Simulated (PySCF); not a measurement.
H4OSSeSi. Atoms are numbered in the order given.

```xyz
8

Se     0.0861     0.0295     0.9218
S     -0.7491     1.8484     0.0659
H     -2.0321     1.6904     0.4762
O     -0.2666    -1.2173    -0.3437
Si     0.7293    -1.3172    -1.7019
H      0.1789    -2.4346    -2.5179
H      2.1378    -1.6103    -1.3008
H      0.6941    -0.0431    -2.4784
```
Charge 0, spin multiplicity 1.

The structure is a stationary point at PBE0-D3(BJ)/def2-SVP. This is a generated structure with no PubChem entry under its InChIKey; it may be hypothetical. One conformer was computed; it need not be the lowest.

All values below come from PBE/pcSseg-1 in PySCF.

GIAO shieldings, no solvent; atoms alike by connectivity are averaged. δ = σ(ref) − σ: ⁷⁷Se against Me2Se (σ = 1634.8 ppm); ³³S against H2S (σ = 706.5 ppm); ¹H against TMS (σ = 31.49 ppm); ¹⁷O against H2O (σ = 334.3 ppm); ²⁹Si against TMS (σ = 335.4 ppm), references at their B3LYP-D3(BJ)/def2-TZVP geometries, non-relativistic.

```json
[
 {"atoms": "Se1", "nucleus": "⁷⁷Se", "count": "1", "δ (ppm)": "(withheld)"},
 {"atoms": "S2", "nucleus": "³³S", "count": "1", "δ (ppm)": "(withheld)"},
 {"atoms": "H3", "nucleus": "¹H", "count": "1", "δ (ppm)": "5.43"},
 {"atoms": "H6, H7, H8", "nucleus": "¹H", "count": "3", "δ (ppm)": "(withheld)"},
 {"atoms": "O4", "nucleus": "¹⁷O", "count": "1", "δ (ppm)": "26.6"},
 {"atoms": "Si5", "nucleus": "²⁹Si", "count": "1", "δ (ppm)": "-23.5"}
]
```

Question: Some entries are withheld; supply them. (Estimate from the structure and the level; the computed values follow.)

Answer: 
- S2, δ (ppm): 293.7
- H6, H7, H8, δ (ppm): 5.31
- Se1, δ (ppm): 1510.7
